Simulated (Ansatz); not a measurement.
Reaction (atomization): `C[O][Sn]([OH])([F])[Cl]` → C• + Cl• + F• + 4 H• + 2 O• + Sn•

Calculated with Ansatz (gas phase, PBE0-D4/def2-TZVP geometries, no zero-point term in ΔE). CCSD(T)/CBS adds triple-zeta CCSD(T) − MP2 to the extrapolated MP2 energy (def2 sets, frozen cores). This one scheme is used for every species, atoms too. Open shells (•) are unrestricted, without spin–orbit coupling. Spin–orbit coupling would lower the free atoms: a little for C, Cl, F, O; strongly for Sn. Elements past krypton have def2 core potentials. Bonds to Sn are less sure, by a few kJ/mol each and by 10 to 20 or more in all where they break to atoms, as the def2 sets lack core-valence functions. Each species was taken in one conformer, which may not be the lowest.

```
             level  ΔE (eV)
    MP2/def2-TZVPP    36.57
CCSD(T)/def2-TZVPP    35.49
SCS-MP2/def2-QZVPP    36.96
     MP2/CBS(def2)    37.97
```

Q: What does CCSD(T)/CBS give? (Best estimate.)

A: Ansatz gave: +36.89 eV. The listed levels differ from it by -0.32, -1.40, 0.07, 1.08 eV.

Largest T1 diagnostic among the species: 0.014.

From PBE to PBE0 (25 % exact exchange), in def2-TZVPP and without D4, ΔE moves by −1.17 eV: exact exchange takes away binding that semilocal exchange gives to molecules. The D4 term adds +0.39 eV with B3LYP and +0.21 eV with PBE0; it sums over pairs of atoms, weighted by their polarisabilities, and B3LYP, whose exchange is more repulsive, gets the larger term.

B3LYP here is the variant with VWN-RPA as its local correlation; programs differ in this.

For atomizations the MP2-based limit and the directly extrapolated one differ by several kJ/mol either way, and by 10 to 25 for some Ge, Se and Sn compounds, so smaller differences from it don't rank the levels.
